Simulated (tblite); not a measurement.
C9H6ClFO.
Atom-mapped SMILES: `[CH2:1]=[CH:2][c:3]1[cH:4][cH:5][c:6]([F:7])[cH:8][c:9]1[C:10](=[O:11])[Cl:12]` (hydrogens: H13, H14 on C1; H15 on C2; H16 on C4; H17 on C5; H18 on C8)

Structure used (GFN2-xTB), in Å, numbered top down from 1:
```xyz
18
C9H6ClFO angstrom
C     -2.598   -0.017   -0.669
C     -1.757   -0.750    0.047
C     -0.317   -0.523    0.119
C      0.542   -1.620    0.197
C      1.914   -1.468    0.162
C      2.440   -0.193    0.038
F      3.773   -0.034   -0.012
C      1.628    0.923   -0.021
C      0.247    0.760    0.045
C     -0.543    2.000    0.107
O     -0.493    2.946   -0.604
Cl    -1.564    2.041    1.567
H     -2.271    0.826   -1.255
H     -3.650   -0.244   -0.709
H     -2.116   -1.621    0.579
H      0.118   -2.610    0.270
H      2.577   -2.317    0.222
H      2.061    1.909   -0.096
```

Level: GFN2-xTB in tblite, geometry and Hessian alike; calculated harmonic values, unscaled, isolated species. This tight-binding method is rough: wavenumbers can miss measured ones by several per cent, in bad cases by 10 to 20. One conformer, not necessarily the lowest.

Harmonic wavenumbers (cm⁻¹): 54.8, 84.3, 113.6, 139.7, 151.5, 202.1, 250.4, 308.0, 338.4, 378.8, 401.1, 434.0, 469.1, 528.7, 556.6, 612.6, 637.7, 656.7, 716.4, 733.4, 803.6, 834.5, 877.8, 901.2, 917.0, 970.4, 1007.2, 1010.1, 1106.9, 1151.4, 1191.8, 1221.9, 1263.1, 1291.9, 1326.0, 1389.4, 1409.6, 1469.5, 1560.5, 1585.0, 1676.2, 1822.5, 3060.7, 3093.7, 3108.3, 3111.4, 3113.7, 3137.8.

A = 1338, B = 604.2, C = 479.3 MHz; mass 184.009 u (most abundant isotopes); point group C1, symmetry number 1.

Q: Zero-point energy?

A: ½Σν̃ = 26590 cm⁻¹ = 76.03 kcal/mol.

Q: What is S at 400 K and 1 bar for an ideal gas of classical rigid rotors and harmonic oscillators?

A: Translation 43.02, rotation 31.97, vibration 43.09: S = 118.1 cal/(mol K).

Q: And Cp and H(400 K) − H(0)?

A: Cp = 52.89 cal/(mol K), of which vibrations give 44.94 (their classical limit is 48 R = 95.4); H(400 K) − H(0) = 12.39 kcal/mol without the zero-point energy, 9.21 from vibrations.

Q: Blend soft modes into free rotors: weight 1/[1 + (100 cm⁻¹/ν̃)⁴] for the oscillator and the rest for a rotor with moment μB/(μ + B), μ = h/(8π²ν), B = 10⁻⁴⁴ kg m². What vibrational entropy results?

A: 40.57 cal/(mol K) in place of 43.09, which changes −T·S at 400 K by +1.01 kcal/mol.

Q: What must be added to the electronic energy to get the Gibbs energy at 400 K and 1 bar?

A: ZPE + [H(400 K) − H(0)] − T·S = 76.03 + 12.39 − 47.24 = 41.18 kcal/mol.

Hindered rotation and anharmonicity are outside this model. Other conformers, if any are populated, would add a mixing term that is left out. The structure is chiral; the term R ln 2 for an equal mix with its mirror image is left out.
